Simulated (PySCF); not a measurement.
SMILES CC(C)(C)[SiH2]C, singlet (GFN2-xTB optimised geometry):

```
20

C      2.230     0.761     1.536
Si     1.540    -0.113     0.000
C     -0.381    -0.113     0.000
C     -0.920    -0.843     1.231
C     -0.921     1.318     0.000
C     -0.889    -0.827    -1.253
H      1.930     1.804     1.574
H      1.896     0.287     2.454
H      3.314     0.734     1.531
H      2.011     0.577    -1.209
H      2.010    -1.506    -0.024
H     -0.613    -0.342     2.147
H     -0.558    -1.869     1.264
H     -2.010    -0.870     1.212
H     -0.560     1.869    -0.866
H     -2.011     1.315    -0.032
H     -0.613     1.851     0.897
H     -0.537    -0.327    -2.153
H     -0.540    -1.857    -1.280
H     -1.979    -0.838    -1.274
```

Computed with PySCF with PBE/def2-SVP.

Q: What are the frontier orbital energies and the dipole moment?

A: HOMO-2 -7.67 eV, HOMO-1 -7.48 eV, HOMO -6.42 eV, LUMO 0.59 eV, LUMO+1 0.78 eV; dipole moment 0.62 D.

Meta-Löwdin charges at PBE/def2-SVP: C1 -0.54, Si2 0.57, C3 -0.13, C4 -0.30, C5 -0.30, C6 -0.30, H7 0.12, H8 0.12, H9 0.12, H10 -0.10, H11 -0.10, H12 0.09, H13 0.10, H14 0.09, H15 0.10, H16 0.09, H17 0.09, H18 0.10, H19 0.10, H20 0.09.
